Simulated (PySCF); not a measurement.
Species: `O=C(OCSC=C)C`. The columns A, B, C and D hold Mulliken, IAO, Hirshfeld and ESP-fitted charges (e) of one PBE0/pcSseg-1 density (PySCF), in a shuffled order. Coordinates in Å (GFN2-xTB); the density's dipole moment is (0.77, 2.43, 0.55) D.

| atom | x | y | z | A | B | C | D |
| --- | --- | --- | --- | --- | --- | --- | --- |
| C1 | 2.484 | 0.674 | -0.188 | -0.404 | -0.123 | -0.162 | -0.350 |
| C2 | 2.413 | -0.562 | -0.649 | -0.152 | -0.066 | -0.324 | -0.257 |
| S3 | 1.208 | -1.780 | -0.270 | -0.090 | +0.024 | +0.094 | +0.163 |
| C4 | 0.283 | -1.025 | 1.106 | -0.244 | -0.001 | -0.105 | -0.163 |
| O5 | -0.518 | 0.054 | 0.692 | -0.292 | -0.096 | -0.455 | -0.347 |
| C6 | -1.818 | -0.197 | 0.418 | +0.841 | +0.221 | +0.395 | +0.532 |
| C7 | -2.511 | 1.058 | -0.031 | -0.689 | -0.119 | -0.245 | -0.476 |
| O8 | -2.326 | -1.273 | 0.553 | -0.531 | -0.254 | -0.399 | -0.452 |
| H9 | 1.763 | 1.088 | 0.494 | +0.193 | +0.036 | +0.134 | +0.152 |
| H10 | 3.283 | 1.325 | -0.498 | +0.171 | +0.049 | +0.124 | +0.160 |
| H11 | 3.126 | -0.960 | -1.354 | +0.211 | +0.054 | +0.151 | +0.170 |
| H12 | -0.336 | -1.828 | 1.517 | +0.214 | +0.046 | +0.182 | +0.178 |
| H13 | 0.996 | -0.652 | 1.841 | +0.192 | +0.051 | +0.169 | +0.167 |
| H14 | -3.336 | 0.802 | -0.688 | +0.197 | +0.060 | +0.146 | +0.174 |
| H15 | -1.809 | 1.719 | -0.530 | +0.197 | +0.054 | +0.144 | +0.171 |
| H16 | -2.910 | 1.566 | 0.845 | +0.185 | +0.063 | +0.151 | +0.176 |

Task: Which column most likely holds the ESP-fitted charges?

Result: A. Σ q r misses the density's dipole by 0.10 D (A), 0.83 D (C), 1.41 D (D), 1.48 D (B). Charges fitted to the outside potential are the only set here that is tied to the molecule's multipoles.

Task: And the Hirshfeld charges?

Result: B. The mean sizes are 0.082 e (B), 0.211 e (C), 0.256 e (D), 0.300 e (A), and Hirshfeld charges are commonly the smallest of these schemes.

As computed, A = ESP-fitted, B = Hirshfeld, C = Mulliken, D = IAO. Hydrogens on carbon: ESP-fitted +0.17 to +0.21, Hirshfeld +0.04 to +0.06, Mulliken +0.12 to +0.18, IAO +0.15 to +0.18 e.

The IAO scheme counts the electrons in orthogonalised intrinsic atomic orbitals, a minimal basis polarised so that it spans the occupied orbitals exactly. The Mulliken scheme counts on each atom the diagonal of the density matrix times the overlap matrix over that atom's basis functions.

The structure is a single GFN2-xTB conformer in the gas phase; no vibrational or solvent corrections.

The values belong to the conformer `[CH2:1]=[CH:2][S:3][CH2:4][O:5][C:6]([CH3:7])=[O:8]`: C1–C2–S3–C4 -10°, C2–S3–C4–O5 71°, S3–C4–O5–C6 96°, C4–O5–C6–C7 -179°.
